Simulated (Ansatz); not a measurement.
Basis sets compared for (FSn)4S6 adamantane (Sn4S6F4). Charge 0, multiplicity 1. Geometry PBE-D4/def2-SVP. Ansatz on 2 threads of AMD EPYC 7R13 on a shared host and a share (18 GiB) of an NVIDIA H100 80GB HBM3; times are rough, and most runs start from earlier orbitals.

```csv
atom,x (Å),y (Å),z (Å)
Sn1,2.004,-0.133,-1.043
F2,3.727,-0.247,-1.939
S3,1.316,2.183,-1.380
Sn4,-0.818,2.100,-0.202
F5,-1.521,3.906,-0.377
S6,-0.625,1.772,2.207
Sn7,0.255,-0.502,2.192
F8,0.476,-0.934,4.076
S9,2.506,-0.704,1.274
S10,-1.313,-2.185,1.381
Sn11,-1.441,-1.465,-0.946
F12,-2.680,-2.726,-1.761
S13,0.623,-1.770,-2.209
S14,-2.508,0.704,-1.272
```

In the def2 sets Sn takes a core potential; there is no spin–orbit coupling. Single mean-field runs in def2-TZVP are fitted with def2-universal-jkfit.

Binding counts from free atoms (Sn triplet, F doublet, S triplet) in the same basis, without a counterpoise term.

```csv
level,functions,energy (Eh),HOMO (eV),LUMO (eV),binding per atom (eV),wall time
PBE-D4/def2-SVP,268,-3643.7722,-7.27,-4.73,3.56,14 s
PBE0-D4/def2-SVP,268,-3643.9736,-8.65,-4.09,3.37,30 s
```

(1) Estimate the rows for PBE-D4/def2-TZVP, PBE0-D4/def2-TZVP (with forces).

Answers

(1) 
```tsv
level	functions	energy (Eh)	HOMO (eV)	LUMO (eV)	binding per atom (eV)	wall time
PBE-D4/def2-TZVP	546	-3645.1629	-7.32	-4.82	3.61	16 s
PBE0-D4/def2-TZVP (with forces)	546	-3645.3553	-8.61	-4.10	3.45	22 s
```
